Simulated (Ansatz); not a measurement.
Computed with Ansatz on PBE0-D4/def2-TZVP structures; ΔE is electronic, products minus reactants. CBS: MP2 limit from def2 TZ/QZ plus the TZ coupled-cluster correction, frozen cores. Functionals use def2-TZVPP. HSE06 is defined as in plane-wave codes. Each species was taken in one conformer, which may not be the lowest.

Reaction (redistribution): `F[Si](F)(F)[SiH3]` + `C#CB(F)F` → `FB(F)[Si](F)(F)F` + `C#C[SiH3]`

`F[Si](F)(F)[SiH3]`:

```xyz
8

F    -0.314   -0.643   -2.138
Si   -0.826   -0.068   -0.756
F    -1.996   -1.013   -0.268
F    -1.469    1.346   -1.055
Si    0.888    0.073    0.813
H     1.440   -1.286    1.040
H     1.944    0.973    0.287
H     0.334    0.618    2.077
```

`C#CB(F)F`:

Cartesian coordinates in Å:
```
C -1.610 0.035 -0.042
C -0.408 0.009 -0.011
B 1.112 -0.024 0.029
F 1.809 -0.475 -0.992
F 1.774 0.398 1.085
H -2.676 0.058 -0.070
```

`FB(F)[Si](F)(F)F`:

Cartesian coordinates in Å:
```
F -1.148 -0.940 1.628
B -1.035 -0.471 0.407
F -2.090 -0.526 -0.373
Si 0.706 0.318 -0.269
F 1.233 -0.483 -1.521
F 0.506 1.820 -0.707
F 1.828 0.282 0.835
```

`C#C[SiH3]`:

```xyz
7

C     0.472   -1.898   -0.136
C     0.182   -0.731   -0.053
Si   -0.257    1.034    0.074
H     0.729   -2.930   -0.211
H     0.248    1.574    1.360
H     0.358    1.775   -1.053
H    -1.732    1.177    0.019
```

| species | HSE06 energy (Eh) |
| --- | --- |
| `F[Si](F)(F)[SiH3]` | -880.12048 |
| `C#CB(F)F` | -301.20276 |
| `FB(F)[Si](F)(F)F` | -813.47094 |
| `C#C[SiH3]` | -367.83798 |

Question: Work out ΔE.

Answer: ΔE = (-813.47094) + (-367.83798) − (-880.12048) − (-301.20276) = 0.01432 Eh = +37.6 kJ/mol. CCSD(T)/CBS gives +30.3 kJ/mol.

Largest T1 diagnostic among the species: 0.014.

Leaving LDA and LC-ωPBE aside and taking each functional with its dispersion term where it has one, the values, not all of them listed here, spread over 9.8 kJ/mol, from B2PLYP to B97M-V. LDA lies +3.5 kJ/mol from PBE without D4. At CCSD(T), def2-SVP lies +7.9 kJ/mol from the extrapolated value and def2-TZVPP −1.1 kJ/mol.
